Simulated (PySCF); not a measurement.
A run for PySCF: R-MP2/6-31G* on C2H6O (SMILES COC) with ghost functions, monomers drawn apart or pushed together.

```python
from pyscf import gto, scf, dft, mp
from pyscf.data.elements import chemcore

mol = gto.M(
    atom='''
    C    -1.08692042   -0.54192083    4.29160341
    O    -0.17064978    0.38720970    3.73033660
    C     1.15937722    0.20686461    4.19546006
    H    -1.13539065   -0.42322147    5.37846225
    H    -0.79789975   -1.57119714    4.05360576
    H    -2.06269126   -0.33139709    3.85925509
    H     1.21039738    0.35814525    5.27815044
    H     1.77763390    0.94919663    3.69538324
    H     1.52748670   -0.79591458    3.95355686
    ghost-Cl   -0.17401669   -0.02806795    0.46864118
    ghost-H   -0.20298857    0.22866111    1.76144123
    ''',
    basis='6-31g*',
    cart=True,
    charge=0, spin=0, verbose=3, max_memory=1800)
mf = scf.RHF(mol)
mf.conv_tol = 1e-8
mf.max_cycle = 100
mf.kernel()
if not mf.converged:
    mf = mf.newton().run(mf.mo_coeff, mf.mo_occ)
pt = mp.MP2(mf, frozen=chemcore(mol)).run()
```

The log:

```
converged SCF energy = -154.06460031905
E(RMP2) = -154.505716461627  E_corr = -0.441116142577402
E(SCS-RMP2) = -154.501562591473  E_corr = -0.436962272423315
```

The run converged.

Cost: around 0.8 core-seconds (rough).
